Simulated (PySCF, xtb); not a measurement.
SiF3I, SMILES F[Si](I)(F)F.

GFN2-xTB run with xtb at its own geometry gives an orbital gap of 6.71 eV and a dipole moment of 2.09 D.

Geometry: r2SCAN-D4/def2-SVP. The def2 effective core potentials stand for the cores of I; spin–orbit coupling is left out.

What does PBE0/def2-TZVP (PySCF) give? (An estimate is asked for; the answer gives what the named calculation found.)

gap 7.69 eV (levels -8.68 and -0.99 eV), dipole 1.45 D.
